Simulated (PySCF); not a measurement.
F2I2Ti, multiplicity 1. Atoms are numbered in the order given.

```xyz
5

Ti     0.0000     0.0000     0.9574
F      0.0000     1.4109     1.9538
F      0.0000    -1.4109     1.9538
I      2.0828     0.0000    -0.5305
I     -2.0828     0.0000    -0.5305
```

Coordinates come from a B3LYP-D3(BJ)/def2-SVP optimisation. The multiplicity is an assumed one; no other spin state was optimised. The structure was generated by enumeration; whether it is a known compound was not checked. The def2 effective core potentials stand for the cores of I; spin–orbit coupling is left out.

All values below come from PBE0/def2-TZVP (PySCF).

Symmetry labels are those of the subgroup C2v that the program uses (full group C2v).

Computed valence orbital energies around the gap with their symmetry:
```tsv
orbital	symmetry	energy (eV)
HOMO−7	B1	-13.13
HOMO−6	B2	-12.65
HOMO−5	A1	-9.93
HOMO−4	B1	-9.52
HOMO−3	A1	-8.95
HOMO−2	B2	-8.52
HOMO−1	A2	-8.35
HOMO	B1	-8.07
LUMO	A1	-3.74
LUMO+1	A2	-3.46
LUMO+2	B1	-3.21
LUMO+3	A1	-2.49
```
